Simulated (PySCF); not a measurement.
B(OH)2(OMe) (CH5BO3), SMILES O(B(O)O)C.

Geometry: B3LYP-D3(BJ)/def2-SVP. Other conformers were not sampled.

Method: PySCF with PBE/def2-TZVP.

Symmetry labels are those of the subgroup Cs that the program uses (full group Cs).

Question: List the valence orbital energies around the gap with their symmetry. (Estimate from the structure and the level; the computed values follow.)

Answer: 
```json
[
 {"orbital": "HOMO−7", "symmetry": "A\"", "energy (eV)": "-10.93"},
 {"orbital": "HOMO−6", "symmetry": "A'", "energy (eV)": "-10.35"},
 {"orbital": "HOMO−5", "symmetry": "A'", "energy (eV)": "-10.06"},
 {"orbital": "HOMO−4", "symmetry": "A\"", "energy (eV)": "-9.22"},
 {"orbital": "HOMO−3", "symmetry": "A'", "energy (eV)": "-8.08"},
 {"orbital": "HOMO−2", "symmetry": "A\"", "energy (eV)": "-7.62"},
 {"orbital": "HOMO−1", "symmetry": "A'", "energy (eV)": "-7.41"},
 {"orbital": "HOMO", "symmetry": "A\"", "energy (eV)": "-6.67"},
 {"orbital": "LUMO", "symmetry": "A'", "energy (eV)": "-0.66"},
 {"orbital": "LUMO+1", "symmetry": "A'", "energy (eV)": "0.90"},
 {"orbital": "LUMO+2", "symmetry": "A\"", "energy (eV)": "1.22"},
 {"orbital": "LUMO+3", "symmetry": "A'", "energy (eV)": "1.36"}
]
```
